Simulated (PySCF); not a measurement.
C4H10Be. Atoms are numbered in the order given.

```xyz
15

Be     0.0000     0.0000     0.2108
C      0.6163     1.5679     0.2125
C     -0.3333     2.6977    -0.2378
H      0.9961     1.7938     1.2301
H      1.5260     1.5813    -0.4230
H     -0.6929     2.5444    -1.2695
H     -1.2282     2.7613     0.4043
H      0.1496     3.6900    -0.2118
C     -0.6163    -1.5679     0.2125
C      0.3333    -2.6977    -0.2378
H     -0.9961    -1.7938     1.2301
H     -1.5260    -1.5813    -0.4230
H      0.6929    -2.5444    -1.2695
H      1.2282    -2.7613     0.4043
H     -0.1496    -3.6900    -0.2118
```
Charge 0, spin multiplicity 1.

Geometry: B3LYP-D3(BJ)/def2-SVP. The isomer is the one that the SMILES or the coordinates give; other isomers of the formula were not compared. One conformer was computed; it need not be the lowest.

These are PBE0/def2-TZVP run with PySCF values and carry that method's errors.

ESP charges are fitted to the potential on shells at 1.4 to 2.0 van der Waals radii. Atomic charges (e):

```csv
atom,Löwdin,ESP fit,Mulliken,meta-Löwdin
Be1,0.23,0.22,0.20,1.21
C2,-0.43,0.04,-0.27,-0.80
C3,-0.34,-0.26,-0.39,-0.33
H4,0.15,-0.03,0.10,0.11
H5,0.15,-0.02,0.10,0.11
H6,0.12,0.06,0.12,0.11
H7,0.12,0.05,0.12,0.11
H8,0.11,0.06,0.12,0.10
C9,-0.43,0.04,-0.27,-0.80
C10,-0.34,-0.26,-0.39,-0.33
H11,0.15,-0.03,0.10,0.11
H12,0.15,-0.02,0.10,0.11
H13,0.12,0.06,0.12,0.11
H14,0.12,0.05,0.12,0.11
H15,0.11,0.06,0.12,0.10
```
